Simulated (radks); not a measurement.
Fractional charge and spin in the 5p shell of ytterbium: the spin-up occupation runs from 2 to 3 and the spin-down occupation from 2 to 3; the fullest corner is Yb2+, [Kr] 4d10 4f14 5s2 5p(up 3, down 3). Calculated with a radial shooting solver on a logarithmic mesh with Libxc functionals: scalar-relativistic Kohn-Sham, SCAN, spin-polarised, spherical densities, finite nucleus; meta-GGA in the generalised Kohn-Sham scheme; Fermi nuclear charge, rms radius of each element as measured or else 0.836 A^(1/3) + 0.57 fm. Energy (eV) above the fullest corner. The planes named below are the two flat planes that join the four corners, with an edge along up + down = one added electron.

\begin{tabular}{lrrrrr}
down \ up & 2 & 2.25 & 2.5 & 2.75 & 3 \\ \hline
2 & 113.137 & 95.756 & 79.330 & 63.806 & 49.154 \\
2.25 & 95.756 & 79.350 & 63.864 & 49.276 & 35.552 \\
2.5 & 79.330 & 63.864 & 49.308 & 35.650 & 22.846 \\
2.75 & 63.806 & 49.276 & 35.650 & 22.910 & 11.001 \\
3 & 49.154 & 35.552 & 22.846 & 11.001 & 0.000 \\
\end{tabular}

Corners above the fullest one (they belong to Yb3+ and the next ion): (up 3, down 2) 49.154 eV, (up 2, down 3) 49.154 eV, (up 2, down 2) 113.14 eV. With half an added electron in each spin the energy lies 0.154 eV from the planes, and with half an added electron in spin up alone -1.816 eV. The planes are only a guide here: the flat-plane condition holds for ground states with one frontier orbital, while this shell lies below other occupied shells, so the corners above the fullest one are inner-hole states and not the ground states of those ions.
